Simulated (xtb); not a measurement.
C3H9AlO, SMILES CC[CH2][AlH][OH]. All values are semi-empirical tight-binding results from xtb (GFN2-xTB unless named), good for trends rather than for accurate numbers. Geometry optimised at GFN2-xTB. The structure was generated by enumeration; whether it is a known compound was not checked. One conformer was computed; it need not be the lowest.

Optimised geometry:

```xyz
14

Al    -0.4073     1.1530     0.5627
H     -1.9245     1.0053     0.7335
O      0.2139     2.5769     1.0907
H      0.5489     3.4065     1.4018
C      0.6121    -0.3658    -0.2571
C     -0.3860    -1.4844    -0.5842
C      0.2895    -2.6968    -1.2171
H      1.3915    -0.7625     0.4082
H      1.1437    -0.0791    -1.1750
H     -0.9000    -1.7920     0.3318
H     -1.1536    -1.1005    -1.2633
H      0.7818    -2.4160    -2.1466
H     -0.4378    -3.4762    -1.4363
H      1.0404    -3.1081    -0.5447
```

For metal compounds this method's bond lengths and energies can be far off.

Computed properties:
| Item | Value |
|---|---|
| point group as xtb finds it | Cs |
| orbital gap | 4.31 eV |
| zero-point energy | 69.4 kcal/mol |
| G − E(el) at 298.15 K (modified RRHO) | 49.0 kcal/mol |

Computed atomic charges and the Wiberg bond orders between heavy atoms:
charges (e) Al1 0.35, H2 -0.14, O3 -0.46, H4 0.31, C5 -0.16, C6 -0.05, C7 -0.10, H8 0.05, H9 0.05, H10 0.03, H11 0.03, H12 0.03, H13 0.03, H14 0.03. Bond orders Al1–O3 1.40, Al1–C5 0.99, C5–C6 0.99, C6–C7 1.01.
